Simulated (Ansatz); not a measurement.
Ideal-gas functions of AlFH₄N₂ (`[NH2][Al]([NH2])[F]`) at 298.15 K and 1 bar, from an Ansatz frequency run at PBE0-D4/def2-TZVP.

Molar mass 78.03 g/mol, point group C2v (symmetry number 2), electronic degeneracy 1, moments of inertia 77.804, 85.108, 162.913 u Å². Harmonic wavenumbers (cm⁻¹, unscaled): 192, 221, 238, 278, 327, 349, 373, 624, 680, 689, 910, 912, 1562, 1571, 3624, 3625, 3714, 3714.

Use S(trans) = R[1.5 ln M + 2.5 ln T − 1.1517]; rotational temperatures θ = 24.2544 K / I; S(rot) = R[ln(√π/σ · √(T³/θAθBθC)) + 1.5]; for each mode x = 1.438777 ν̃/T, S = R[x/(eˣ − 1) − ln(1 − e⁻ˣ)] and H = RT x/(eˣ − 1); 1 cm⁻¹ = 0.0119627 kJ/mol; R = 8.31446 J/(mol·K).

Q: By hand: the entropy, in J/(mol·K).

A: Translation 163.2. Rotation: θ = 0.3117, 0.285, 0.1489 K, giving 100.5. Vibration, mode by mode: 9.24, 8.16, 7.61, 6.47, 5.33, 4.90, 4.47, 1.72, 1.38, 1.34, 0.56, 0.56, 0.04, 0.04, 0.00, 0.00, 0.00, 0.00, in all 51.8. Electronic 0.0. Sum 315.5 J/(mol·K).

Q: By hand: H − E and G − E in kJ/mol, counted from the electronic energy.

A: Zero-point energy ½ × 23603 × 0.0119627 = 141.2; thermal vibration 9.5; translation, rotation and pV give 4 RT = 9.9. H − E = 160.6 kJ/mol, and G − E = 160.6 − 298.15 × 315.5/1000 = 66.5 kJ/mol.

Vibration gives 16 % of the entropy. The sum counts one conformer and one mirror image; others add a mixing term.
